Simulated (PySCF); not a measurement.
C₃H₇NSi, SMILES [SiH3]N1C=CC1.

Geometry: PBE-D3(BJ)/def2-SVP. This is a generated structure with no PubChem entry under its InChIKey; it may be hypothetical.

All values below come from PBE-D3(BJ)/def2-SVP (PySCF).

Frequencies are harmonic and unscaled.

Computed normal modes with their intensities:
```
mode  ν (cm⁻¹)  IR (km/mol)  moving atoms (share of kinetic energy)
----  --------  -----------  --------------------------------------
1           96          1.0          N 47 %, C 23 %, H 22 %, Si 9 %
2          110          0.1                           H 88 %, C 9 %
3          205          0.6          H 34 %, C 34 %, N 23 %, Si 9 %
4          411         25.0                   H 56 %, C 34 %, N 8 %
5          521         13.8                 Si 46 %, C 31 %, H 15 %
6          626         25.7                          H 85 %, C 10 %
7          649         57.0                          H 85 %, Si 9 %
8          678         34.2                 H 77 %, Si 13 %, C 10 %
9          849         16.9                          H 57 %, C 39 %
10         871         86.9                                  H 93 %
11         906        117.1                          C 50 %, H 48 %
12         922         39.7                          H 67 %, C 29 %
13         932         55.4                                  H 94 %
14         948        139.7                          H 65 %, C 26 %
15         954          9.6                          H 65 %, C 32 %
16        1018         61.0                  N 35 %, C 34 %, H 29 %
17        1053         51.0                  H 46 %, N 28 %, C 26 %
18        1064          2.8                                  H 87 %
19        1171          5.0                          H 75 %, C 19 %
20        1198         72.7                  C 45 %, H 32 %, N 21 %
21        1320         97.8                  N 37 %, C 37 %, H 26 %
22        1398         19.9                          H 84 %, C 13 %
23        1561         29.6                          C 87 %, H 13 %
24        2106        174.6                                  H 97 %
25        2171         91.6                                  H 98 %
26        2182        103.6                                  H 96 %
27        2972         26.3                                  H 95 %
28        3035         13.2                          H 90 %, C 10 %
29        3127          9.8                           H 91 %, C 9 %
30        3217          0.4                          H 90 %, C 10 %
```
